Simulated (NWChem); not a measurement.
Species: C₄H₃FSi; SMILES C#C[SiH](F)C#C

```xyz
9

Si    -0.4667     0.3936     0.0000
F     -1.8137    -0.4916     0.0000
C      0.4955    -0.0039     1.4903
C      1.1446    -0.2401     2.4888
C      0.4955    -0.0039    -1.4903
C      1.1446    -0.2401    -2.4888
H     -0.8509     1.8205     0.0000
H      1.7136    -0.4547     3.3669
H      1.7136    -0.4547    -3.3669
```
Atoms are numbered in this order, from 1.

Coordinates come from a B3LYP/6-31G* (spherical d) optimisation.

Question: Give the principal values of the shielding tensors (ppm) of Si1, F2, C3, C4 from PBE/pcSseg-1, GIAO (NWChem), with their diamagnetic and paramagnetic parts as GIAO splits them.

Answer: 
```json
[
 {"atom": "Si1", "σ11": "350.5", "σ22": "371.8", "σ33": "445.8", "isotropic": "389.4", "diamagnetic": "883.5", "paramagnetic": "-494.1"},
 {"atom": "F2", "σ11": "313.2", "σ22": "358.1", "σ33": "362.3", "isotropic": "344.5", "diamagnetic": "472.9", "paramagnetic": "-128.4"},
 {"atom": "C3", "σ11": "-3.5", "σ22": "6.9", "σ33": "286.2", "isotropic": "96.5", "diamagnetic": "257.5", "paramagnetic": "-161.0"},
 {"atom": "C4", "σ11": "-2.7", "σ22": "1.4", "σ33": "241.5", "isotropic": "80.1", "diamagnetic": "258.2", "paramagnetic": "-178.1"}
]
```
